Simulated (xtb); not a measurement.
xtb input (GFN2-xTB):

```bash
xtb mol.xyz --gfn 2 --ohess tight --chrg 0 --uhf 0
```
mol.xyz:
```
8

C     -0.76945176     0.05233965     0.09267313
C      0.79297411    -0.06310028    -0.03656964
Cl     1.36979376    -1.56395161     0.56860744
Cl     1.59002232     1.24422808     0.80793843
Cl    -1.60669236    -1.25697485    -0.80587661
Cl    -1.42832560     1.60661858    -0.57597618
H     -1.07433010    -0.03834483     1.14202963
H      1.11461998    -0.03173789    -1.07506648
```

Output:

```
           -------------------------------------------------
          |                Calculation Setup                |
           -------------------------------------------------

           -------------------------------------------------
          |                 G F N 2 - x T B                 |
           -------------------------------------------------

        Reference                      10.1021/acs.jctc.8b01176
      * Hamiltonian:
        H0-scaling (s, p, d)           1.850000    2.230000    2.230000
        zeta-weighting                 0.500000
      * Dispersion:
        s8                             2.700000
        a1                             0.520000
        a2                             5.000000
        s9                             5.000000
      * Repulsion:
        kExp                           1.500000    1.000000
        rExp                           1.000000
      * Coulomb:
        alpha                          2.000000
        third order                    shell-resolved
        anisotropic                    true
        a3                             3.000000
        a5                             4.000000
        cn-shift                       1.200000
        cn-exp                         4.000000
        max-rad                        5.000000

          ...................................................
          :                      SETUP                      :
          :.................................................:
          :  # basis functions                  50          :
          :  # atomic orbitals                  46          :
          :  # shells                           18          :
          :  # electrons                        38          :
          :  max. iterations                   250          :
          :  Hamiltonian                  GFN2-xTB          :
          :  restarted?                      false          :
          :  GBSA solvation                  false          :
          :  PC potential                    false          :
          :  electronic temp.          300.0000000     K    :
          :  accuracy                    1.0000000          :
          :  -> integral cutoff          0.2500000E+02      :
          :  -> integral neglect         0.1000000E-07      :
          :  -> SCF convergence          0.1000000E-05 Eh   :
          :  -> wf. convergence          0.1000000E-03 e    :
          :  Broyden damping             0.4000000          :
          :  net charge                          0          :
          :  unpaired electrons                  0          :
          ...................................................

 iter      E             dE          RMSdq      gap      omega  full diag
   1    -23.4692014 -0.234692E+02  0.556E+00    5.93       0.0  T
   2    -23.5309804 -0.617790E-01  0.386E+00    5.42       1.0  T
   3    -23.5431735 -0.121931E-01  0.197E+00    5.63       1.0  T
   4    -23.5445662 -0.139273E-02  0.272E-01    5.53       1.0  T
   5    -23.5447945 -0.228337E-03  0.183E-01    5.54       1.0  T
   6    -23.5448400 -0.455064E-04  0.906E-02    5.54       1.0  T
[...]
     #   Z          #   Z                                           value/Å
     1   6 C        2   6 C                                       1.5180835
     2   6 C        3  17 Cl                                      1.7742936
     2   6 C        4  17 Cl                                      1.7751157 (max)
Molecule has the following symmetry elements: (i) (C2) (sigma)
It seems to be the C2h point group
     1   6 C        5  17 Cl                                      1.7749868
     1   6 C        6  17 Cl                                      1.7747182
     1   6 C        7   1 H                                       1.0923967 (min)
     2   6 C        8   1 H                                       1.0925007

 * 3 distinct bonds (by element types)

   Z      Z             #   av. dist./Å        max./Å        min./Å
   1 H    6 C           2     1.0924487     1.0925007     1.0923967
   6 C    6 C           1     1.5180835     1.5180835     1.5180835
   6 C   17 Cl          4     1.7747786     1.7751157     1.7742936

           -------------------------------------------------
          |               Frequency Printout                |
           -------------------------------------------------
 projected vibrational frequencies (cm⁻¹)
eigval :       -0.00    -0.00    -0.00     0.00     0.00     0.00
eigval :       52.38   126.91   190.72   257.78   268.39   294.62
eigval :      342.24   667.94   682.00   725.60   737.17  1024.97
eigval :     1124.90  1134.09  1137.53  1230.20  2939.14  2949.63
 reduced masses (amu)
   1: 33.03   2: 33.27   3: 32.42   4: 33.78   5: 33.96   6: 32.50   7: 34.45   8: 34.46
   9: 35.42  10: 32.51  11: 34.04  12: 14.17  13: 33.19  14: 16.91  15: 18.07  16: 13.35
  17: 13.72  18: 11.23  19:  2.45  20:  2.23  21:  1.87  22:  2.93  23:  1.75  24:  1.82
 IR intensities (km·mol⁻¹)
   1:  0.03   2:  0.01   3:  0.00   4:  0.00   5:  0.00   6:  0.04   7:  0.14   8:  0.80
   9:  0.00  10:  8.72  11:  0.00  12:  9.45  13:  0.00  14: 29.83  15: 32.70  16:  0.00
  17:  0.00  18:  0.00  19:  7.19  20:  0.08  21: 71.57  22:  0.00  23:  0.03  24: 12.04
 Raman intensities (Ä⁴*amu⁻¹)
   1:  0.00   2:  0.00   3:  0.00   4:  0.00   5:  0.00   6:  0.00   7:  0.00   8:  0.00
   9:  0.00  10:  0.00  11:  0.00  12:  0.00  13:  0.00  14:  0.00  15:  0.00  16:  0.00
  17:  0.00  18:  0.00  19:  0.00  20:  0.00  21:  0.00  22:  0.00  23:  0.00  24:  0.00
 output can be read by thermo (or use thermo option).
 writing <g98.out> molden fake output.
 recommended (thermochemical) frequency scaling factor: 1.0
           -------------------------------------------------
          |             Thermodynamic Functions             |
           -------------------------------------------------

c2h symmetry found (for desy threshold:  0.10E+00) used in thermo

          ...................................................
          :                      SETUP                      :
          :.................................................:
          :  # frequencies                          18      :
          :  # imaginary freq.                       0      :
          :  linear?                             false      :
          :  only rotor calc.                    false      :
          :  symmetry                              c2h      :
          :  rotational number                       2      :
          :  scaling factor                  1.0000000      :
          :  rotor cutoff                   50.0000000 cm⁻¹ :
          :  imag. cutoff                  -20.0000000 cm⁻¹ :
          :.................................................:

    mode    ω/cm⁻¹     T·S(HO)/kcal·mol⁻¹    T·S(FR)/kcal·mol⁻¹   T·S(vib)
   ------------------------------------------------------------------------
       1     52.38    -1.40892 ( 54.63%)    -1.04258 ( 45.37%)    -1.24272
       2    126.91    -0.89219 ( 97.65%)    -0.78054 (  2.35%)    -0.88956
       3    190.72    -0.66215 ( 99.53%)    -0.65989 (  0.47%)    -0.66214
       4    257.78    -0.49993 ( 99.86%)    -0.57065 (  0.14%)    -0.50003
       5    268.39    -0.47899 ( 99.88%)    -0.55870 (  0.12%)    -0.47908
       6    294.62    -0.43151 ( 99.92%)    -0.53108 (  0.08%)    -0.43159
   ------------------------------------------------------------------------

   temp. (K)  partition function   enthalpy   heat capacity  entropy
                                   cal/mol     cal/K/mol   cal/K/mol   J/K/mol
 298.15  VIB   60.2                 2751.898     16.632     16.808
Note: The following floating-point exceptions are signalling: IEEE_UNDERFLOW_FLAG IEEE_DENORMAL
normal termination of xtb
         ROT  0.335E+06              888.752      2.981     28.261
         INT  0.202E+08             3640.650     19.613     45.069
         TR   0.210E+28             1481.254      4.968     41.243
         TOT                        5121.9044    24.5807    86.3123   361.1307

       T/K    H(0)-H(T)+PV         H(T)/Eh          T*S/Eh         G(T)/Eh
   ------------------------------------------------------------------------
    298.15    0.816227E-02    0.443537E-01    0.410098E-01    0.334396E-02
   ------------------------------------------------------------------------

         :::::::::::::::::::::::::::::::::::::::::::::::::::::
         ::                  THERMODYNAMIC                  ::
         :::::::::::::::::::::::::::::::::::::::::::::::::::::
         :: total free energy         -23.486883278723 Eh   ::
         ::.................................................::
         :: total energy              -23.490227242241 Eh   ::
         :: zero point energy           0.036191453310 Eh   ::
         :: G(RRHO) w/o ZPVE           -0.032847489792 Eh   ::
         :: G(RRHO) contrib.            0.003343963518 Eh   ::
         :::::::::::::::::::::::::::::::::::::::::::::::::::::

optimized geometry written to: xtbopt.xyz

           -------------------------------------------------
          | TOTAL ENERGY              -23.490227242241 Eh   |
          | TOTAL ENTHALPY            -23.445873514797 Eh   |
          | TOTAL FREE ENERGY         -23.486883278723 Eh   |
          | GRADIENT NORM               0.000262079921 Eh/α |
          | HOMO-LUMO GAP               5.668251316009 eV   |
           -------------------------------------------------

------------------------------------------------------------------------
------------------------------------------------------------------------
 total:
 SCF:
 ANC optimizer:
 analytical hessian:
```
